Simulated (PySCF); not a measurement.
Isomers of C7H15OP, mass 146.086 u with the commonest isotopes. Theory: PBE0/pcSseg-1 in PySCF (dipole) on a GFN2-xTB geometry, gas phase. One conformer each, none proved a minimum here; rigid rotors.

Problem. Order these by radius of gyration √(Σ m r²/M), smallest first.
A. `[CH2:1]=[CH:2][CH2:3][P@@:4]([CH3:5])(=[O:6])[CH:7]([CH3:8])[CH3:9]` with C1–C2–C3–P4 -124°, C2–C3–P4–C5 177°, C3–P4–C7–C8 59°
B. `[CH3:1][CH2:2][C@@H:3]1[CH2:4][CH2:5][C@H:6]([CH3:7])[P@H:8]1=[O:9]` with C1–C2–C3–C4 178°, C2–C3–C4–C5 -160°, C3–C4–C5–C6 51°, C4–C5–C6–C7 83°, C5–C6–P8–O9 -110°
C. `[CH3:1][CH2:2][CH2:3][P:4]1[CH2:5][CH2:6][O:7][CH2:8][CH2:9]1` with C1–C2–C3–P4 -178°, C2–C3–P4–C5 -78°, C3–P4–C5–C6 -155°, P4–C5–C6–O7 65°, C5–C6–O7–C8 -66°, C6–O7–C8–C9 66°

Solution. B (2.096 Å), A (2.137 Å), C (2.412 Å).

Problem. Order these by dipole moment, largest first.
A. `[CH2:1]=[CH:2][CH2:3][P@@:4]([CH3:5])(=[O:6])[CH:7]([CH3:8])[CH3:9]` with C1–C2–C3–P4 -124°, C2–C3–P4–C5 177°, C3–P4–C7–C8 59°
B. `[CH3:1][CH2:2][CH2:3][P:4]1[CH2:5][CH2:6][O:7][CH2:8][CH2:9]1` with C1–C2–C3–P4 -178°, C2–C3–P4–C5 -78°, C3–P4–C5–C6 -155°, P4–C5–C6–O7 65°, C5–C6–O7–C8 -66°, C6–O7–C8–C9 66°
C. `[CH3:1][CH2:2][C@@H:3]1[CH2:4][CH2:5][C@H:6]([CH3:7])[P@H:8]1=[O:9]` with C1–C2–C3–C4 178°, C2–C3–C4–C5 -160°, C3–C4–C5–C6 51°, C4–C5–C6–C7 83°, C5–C6–P8–O9 -110°

Solution. C (4.12 D), A (3.83 D), B (1.17 D).

Problem. Order these by rotational constant B, largest first.
A. `[CH2:1]=[CH:2][CH2:3][P@@:4]([CH3:5])(=[O:6])[CH:7]([CH3:8])[CH3:9]` with C1–C2–C3–P4 -124°, C2–C3–P4–C5 177°, C3–P4–C7–C8 59°
B. `[CH3:1][CH2:2][C@@H:3]1[CH2:4][CH2:5][C@H:6]([CH3:7])[P@H:8]1=[O:9]` with C1–C2–C3–C4 178°, C2–C3–C4–C5 -160°, C3–C4–C5–C6 51°, C4–C5–C6–C7 83°, C5–C6–P8–O9 -110°
C. `[CH3:1][CH2:2][CH2:3][P:4]1[CH2:5][CH2:6][O:7][CH2:8][CH2:9]1` with C1–C2–C3–P4 -178°, C2–C3–P4–C5 -78°, C3–P4–C5–C6 -155°, P4–C5–C6–O7 65°, C5–C6–O7–C8 -66°, C6–O7–C8–C9 66°

Solution. B (1111 MHz), A (1085 MHz), C (689.6 MHz).

| SMILES | point group | Ia (u·Å²) | Ib (u·Å²) | Ic (u·Å²) | κ | μa (D) | μb (D) | μc (D) |
| --- | --- | --- | --- | --- | --- | --- | --- | --- |
| CC[C@@H]1CC[C@H](C)[P@H]1=O | C1 | 254.49 | 455.00 | 574.21 | -0.58 | 0.96 | 3.71 | 1.51 |
| C=CC[P@@](C)(=O)C(C)C | C1 | 304.84 | 465.96 | 563.47 | -0.51 | 0.03 | 2.24 | 3.10 |
| CC(C)P1(=O)[C@@H](C)[C@@H]1C | C1 | 274.59 | 470.40 | 576.58 | -0.59 | 0.06 | 2.60 | 2.89 |
| CCCP1CCOCC1 | C1 | 157.13 | 732.90 | 809.22 | -0.95 | 1.13 | 0.12 | 0.30 |
